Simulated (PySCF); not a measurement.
A side-by-side comparison of computed properties.

First species: C4H9FO2Si.
SMILES: `F[C@@H]1C[C@@H](CO[SiH3])O1`

Second species: C2H6F2N2Si2.
SMILES with atom numbers: `[N:1]#[C:2][C:3]([F:4])([F:5])[SiH2:6][SiH2:7][NH2:8]` (hydrogens: H9, H10 on Si6; H11, H12 on Si7; H13, H14 on N8)

Geometry (GFN2-xTB, Å), atoms numbered from 1 in this order:
```
atom  x, y, z in Å
N1    -2.288    2.290    0.925
C2    -2.248    1.194    0.599
C3    -2.055   -0.151    0.118
F4    -2.020   -1.037    1.168
F5    -3.106   -0.545   -0.662
Si6   -0.382   -0.324   -0.901
Si7    1.346   -0.193    0.632
N8     2.751   -0.160   -0.365
H9    -0.642   -1.588   -1.597
H10   -0.550    0.736   -1.907
H11    1.523   -1.394    1.451
H12    1.177    0.954    1.546
H13    3.652   -0.317    0.059
H14    2.841    0.535   -1.088
```

Levels: CAM-B3LYP/def2-SVPD for dipole moment, HOMO energy, LUMO energy, HOMO–LUMO gap, static isotropic polarisability and electronic spatial extent ⟨r²⟩ about the centre of nuclear charge; TDDFT CAM-B3LYP/def2-SVPD for lowest singlet excitation; TDA CAM-B3LYP/def2-SVPD for lowest triplet excitation (Tamm–Dancoff); GFN2-xTB for rotational constant A and rotational constant C. Geometries: GFN2-xTB. Each species is one conformer at its optimised geometry, gas phase, non-relativistic unless stated. Electronic properties by PySCF.

The conformers computed, where there is a choice (atom-mapped SMILES and torsion angles):
- `[F:1][C@@H:2]1[CH2:3][C@@H:4]([CH2:5][O:6][SiH3:7])[O:8]1`: C3–C4–C5–O6 177°, C4–C5–O6–Si7 -58°
- `[N:1]#[C:2][C:3]([F:4])([F:5])[SiH2:6][SiH2:7][NH2:8]`: C2–C3–Si6–Si7 72°, C3–Si6–Si7–N8 -173°, H–N8–Si7–Si6 -166°, H–N8–Si7–Si6 55°

**Question.** Which of the two has the higher rotational constant A, and by how much?

**Answer.** The first: 3.860 GHz against 2.310 GHz, a difference of 1.550 GHz.

**Question.** Which of the two has the higher dipole moment, and by how much?

**Answer.** The second: 4.37 D against 2.69 D, a difference of 1.68 D.

**Question.** Which has the higher HOMO–LUMO gap?

**Answer.** The first: 10.72 eV against 9.06 eV, a difference of 1.66 eV.

**Question.** Which of the two has the higher static isotropic polarisability, and by how much?

**Answer.** The second: 90.7 au against 78.6 au, a difference of 12.1 au.

**Question.** Which of the two has the higher ⟨r²⟩, and by how much?

**Answer.** The second: 1618 bohr² against 1421 bohr², a difference of 197 bohr².

**Question.** Which of the two has the higher S1 energy, and by how much?

**Answer.** The first: 7.35 eV against 5.70 eV, a difference of 1.65 eV.

**Question.** Which has the higher rotational constant C?

**Answer.** The first: 0.779 GHz against 0.722 GHz, a difference of 0.057 GHz.

**Question.** Which of the two has the higher T1 energy, and by how much?

**Answer.** The first: 7.01 eV against 5.33 eV, a difference of 1.68 eV.

On the first: The vertical singlet–triplet gap S1 − T1 is 0.34 eV (TDDFT singlet less Tamm–Dancoff triplet; S1: HOMO→LUMO+1, weight 0.48, beside HOMO→LUMO, weight 0.35; T1: HOMO→LUMO+1, weight 0.49, beside HOMO→LUMO, weight 0.27). No computed singlet falls in the visible range (750 to 380 nm, 1.65 to 3.26 eV); S1 lies 4.09 eV above its blue end.

On the second: The polarisability is 13.44 Å³ as a volume (1 au = 0.148185 Å³), or 1.16 au for each of the 78 electrons.
